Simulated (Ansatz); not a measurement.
A structure relaxed at PBE-D4/def2-SVP in Ansatz, charge 0, singlet:

```xyz
14

Ir   -0.088    0.354    0.273
Cl   -0.515    2.211    1.722
P    -1.206    1.572   -1.299
H    -1.407    1.086   -2.636
H    -0.692    2.867   -1.626
H    -2.556    1.954   -1.013
P     0.313   -1.367   -1.058
H     1.660   -1.830   -1.283
H    -0.077   -1.319   -2.443
H    -0.243   -2.670   -0.780
P     0.970   -0.540    2.098
H     0.183   -0.742    3.277
H     2.022    0.234    2.682
H     1.637   -1.812    2.085
```

(1) Give its formula, name or SMILES.

(2) Summarise the bond lengths by kind (pairs closer than 1.2 times the sum of covalent radii, bridged metal pairs left out).

## Answers

(1) IrCl(PH3)3 (P3IrH9Cl).

(2) 3 × Ir–P 2.21 to 2.29 Å; 1 × Cl–Ir 2.39 Å; 9 × H–P 1.43 to 1.44 Å. The metal has 4 neighbours: Cl 2.39 Å, P 2.28 Å, P 2.21 Å, P 2.29 Å.

In the def2 sets Ir takes a core potential; there is no spin–orbit coupling.
